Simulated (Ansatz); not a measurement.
`[CH3][SnH2][SiH2]Cl` + H–F → `F[SiH2]Cl` + `[CH3][SnH3]`  (cleavage of the Si–Sn bond)

Calculated with Ansatz (gas phase, PBE0-D4/def2-TZVP geometries, no zero-point term in ΔE). CCSD(T)/CBS is the MP2 limit (def2-TZVPP, def2-QZVPP) plus CCSD(T) − MP2 in def2-TZVPP, frozen cores. This one scheme is used for every species. Functionals use def2-TZVPP. B3LYP here is the variant with VWN-RPA as its local correlation; programs differ in this. def2 core potentials past Kr. For Sn outer-core shells are correlated without core-valence functions, which leaves a few kJ/mol of doubt a bond. One conformer a species, not always the lowest.

| level | ΔE (kJ/mol) | difference from CCSD(T)/CBS |
| --- | --- | --- |
| PBE-D4 | -97.2 | 12.3 |
| r2SCAN-D4 | -118.0 | -8.5 |
| PBE0-D4 | -101.1 | 8.4 |
| ωB97X-V | -119.9 | -10.4 |
| B2PLYP | -124.8 | -15.3 |
| PBE | -103.8 | 5.7 |
| r2SCAN | -120.0 | -10.5 |
| PBE0 | -107.4 | 2.1 |
| B3LYP | -126.1 | -16.6 |
| SCS-MP2/def2-TZVPP | -123.8 | -14.3 |
| CCSD/def2-TZVPP | -120.9 | -11.4 |
| CCSD(T)/def2-TZVPP | -117.0 | -7.5 |
| MP2/def2-QZVPP | -112.0 | -2.5 |
| HF/CBS(def2) | -149.3 | -39.8 |
| MP2/CBS(def2) | -108.0 | 1.5 |
| CCSD/CBS(def2) | -113.4 | -3.9 |
| CCSD(T)/CBS | -109.5 | 0 |

Largest T1 diagnostic among the species: 0.012.

From PBE to PBE0 (25 % exact exchange), in def2-TZVPP and without D4, ΔE moves by −3.6 kJ/mol. In def2-TZVPP, CCSD(T) changes the Hartree–Fock value by +29.6 kJ/mol (the triples alone add +3.9 kJ/mol) and MP2 by +31.1 kJ/mol.
